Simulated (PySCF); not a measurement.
**From computed data to an observable: refractive index and permittivity of the vapour**

C2H4FNOSi, SMILES O=C=N[SiH2]CF.

The structure is a stationary point at B3LYP-D3(BJ)/def2-SVP. The structure was generated by enumeration, and PubChem lists no compound with its InChIKey, so it may never have been made. The values are those of a single conformer.

PBE/def2-TZVP (PySCF) gives a mean static polarisability of 61.0 bohr³ and a dipole moment of 2.86 D. Take an ideal gas at 298.15 K and 0.1 bar, whether or not the substance is that volatile.

Task: Work out n − 1 in the optical limit and the static ε − 1.

Result: 
Polarisability volume α' = 61.0 × 0.148185 = 9.04 Å³. Number density N = p/kT = 2.43e-6 Å⁻³.
Dilute limit of Lorentz–Lorenz: n − 1 = 2π N α' = 0.00014.
Orientation term of Debye: μ²/(3kT) = 8.098 Å³ × μ²(D²) = 66.24 Å³.
ε − 1 = 4π N (α' + μ²/3kT) = 0.0023. Orientation of the dipole supplies 88 % of the static response; it can't follow optical fields. Vibrational polarisation and dispersion are left out.
